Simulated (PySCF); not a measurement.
## Orbital picture of YBr

M06 at R = 2.547 Å; basis Y def2-TZVPP with ECP28, Br def2-TZVPP; scalar-relativistic core potentials; PySCF 2.14. State: ¹Σ⁺ (singlet), closed shell. Only the outer orbitals are listed, counted within each symmetry, core potentials removing the inner ones.

| orbital | occ. | ε (eV) | on Y (%) | main shells (%) |
| --- | --- | --- | --- | --- |
| 8σ | 2 | -30.99 | 98 | 98 Y p |
| 4π | 2 | -30.89 | 100 | 100 Y p |
| 4π | 2 | -30.89 | 100 | 100 Y p |
| 9σ | 2 | -20.70 | 2 | 98 Br s |
| 10σ | 2 | -9.19 | 15 | 84 Br p, 8 Y d |
| 5π | 2 | -8.41 | 10 | 89 Br p |
| 5π | 2 | -8.41 | 10 | 89 Br p |
| 11σ | 2 | -4.78 | 100 | 81 Y s, 16 Y d |
| 2δ | 0 | -2.18 | 100 | 100 Y d |
| 2δ | 0 | -2.18 | 100 | 100 Y d |
| 6π | 0 | -2.01 | 95 | 80 Y d, 15 Y p |

**Question.** Which are the highest filled and the lowest empty level, where do they sit, and how wide is the gap?

**Answer.** Highest filled 11σ at -4.78 eV (in %: 81 Y s, 16 Y d); lowest empty 2δ at -2.18 eV (in %: 100 Y d); the gap at M06 is 2.60 eV.

The bond order (Mayer) is 1.25, the ⟨S²⟩ is 0.000 and the charge on Y (Mulliken, basis-dependent) is 0.28. The charge on Y (Löwdin, basis-dependent) is -0.63 and the dipole moment (positive dipole means Y(−)Br(+)) is -2.86 D.

Spin–orbit coupling is left out.
